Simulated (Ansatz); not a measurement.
GeS₂. Total charge 0; singlet. Geometry PBE0-D4/def2-TZVP.

```xyz
3

Ge   -1.2822   -0.0805   -0.0991
S     0.6556    0.7728   -0.7331
S     0.6266   -0.6923    0.8321
```

B3LYP takes the VWN-RPA correlation. Another isomer (singlet) lies 0.08 eV lower at PBE0-D4/def2-TZVP; other spin states weren't run for this one.

Question: Estimate the orbital energies around the gap (eV) in Ansatz with PBE-D4/def2-TZVP, r2SCAN-D4/def2-TZVP, B3LYP-D4/def2-TZVP, PBE0-D4/def2-TZVP, r2SCAN0-D4/def2-TZVP.

Answer: 
```json
{"orbital": "HOMO−5", "PBE-D4/def2-TZVP": "-12.25", "r2SCAN-D4/def2-TZVP": "-12.71", "B3LYP-D4/def2-TZVP": "-13.48", "PBE0-D4/def2-TZVP": "-13.80", "r2SCAN0-D4/def2-TZVP": "-14.10"}
{"orbital": "HOMO−4", "PBE-D4/def2-TZVP": "-9.12", "r2SCAN-D4/def2-TZVP": "-9.50", "B3LYP-D4/def2-TZVP": "-9.95", "PBE0-D4/def2-TZVP": "-10.27", "r2SCAN0-D4/def2-TZVP": "-10.52"}
{"orbital": "HOMO−3", "PBE-D4/def2-TZVP": "-8.20", "r2SCAN-D4/def2-TZVP": "-8.59", "B3LYP-D4/def2-TZVP": "-9.17", "PBE0-D4/def2-TZVP": "-9.53", "r2SCAN0-D4/def2-TZVP": "-9.78"}
{"orbital": "HOMO−2", "PBE-D4/def2-TZVP": "-7.26", "r2SCAN-D4/def2-TZVP": "-7.57", "B3LYP-D4/def2-TZVP": "-8.09", "PBE0-D4/def2-TZVP": "-8.31", "r2SCAN0-D4/def2-TZVP": "-8.51"}
{"orbital": "HOMO−1", "PBE-D4/def2-TZVP": "-7.11", "r2SCAN-D4/def2-TZVP": "-7.43", "B3LYP-D4/def2-TZVP": "-7.94", "PBE0-D4/def2-TZVP": "-8.22", "r2SCAN0-D4/def2-TZVP": "-8.42"}
{"orbital": "HOMO", "PBE-D4/def2-TZVP": "-5.17", "r2SCAN-D4/def2-TZVP": "-5.41", "B3LYP-D4/def2-TZVP": "-6.03", "PBE0-D4/def2-TZVP": "-6.29", "r2SCAN0-D4/def2-TZVP": "-6.45"}
{"orbital": "LUMO", "PBE-D4/def2-TZVP": "-3.51", "r2SCAN-D4/def2-TZVP": "-3.48", "B3LYP-D4/def2-TZVP": "-2.97", "PBE0-D4/def2-TZVP": "-2.79", "r2SCAN0-D4/def2-TZVP": "-2.78"}
{"orbital": "LUMO+1", "PBE-D4/def2-TZVP": "-2.41", "r2SCAN-D4/def2-TZVP": "-2.29", "B3LYP-D4/def2-TZVP": "-1.63", "PBE0-D4/def2-TZVP": "-1.43", "r2SCAN0-D4/def2-TZVP": "-1.37"}
{"orbital": "LUMO+2", "PBE-D4/def2-TZVP": "-1.46", "r2SCAN-D4/def2-TZVP": "-1.30", "B3LYP-D4/def2-TZVP": "-0.93", "PBE0-D4/def2-TZVP": "-0.72", "r2SCAN0-D4/def2-TZVP": "-0.63"}
{"orbital": "LUMO+3", "PBE-D4/def2-TZVP": "-0.42", "r2SCAN-D4/def2-TZVP": "-0.05", "B3LYP-D4/def2-TZVP": "0.17", "PBE0-D4/def2-TZVP": "0.40", "r2SCAN0-D4/def2-TZVP": "0.63"}
{"orbital": "LUMO+4", "PBE-D4/def2-TZVP": "3.09", "r2SCAN-D4/def2-TZVP": "3.54", "B3LYP-D4/def2-TZVP": "3.83", "PBE0-D4/def2-TZVP": "4.00", "r2SCAN0-D4/def2-TZVP": "4.27"}
{"orbital": "LUMO+5", "PBE-D4/def2-TZVP": "3.55", "r2SCAN-D4/def2-TZVP": "4.05", "B3LYP-D4/def2-TZVP": "4.24", "PBE0-D4/def2-TZVP": "4.40", "r2SCAN0-D4/def2-TZVP": "4.71"}
```
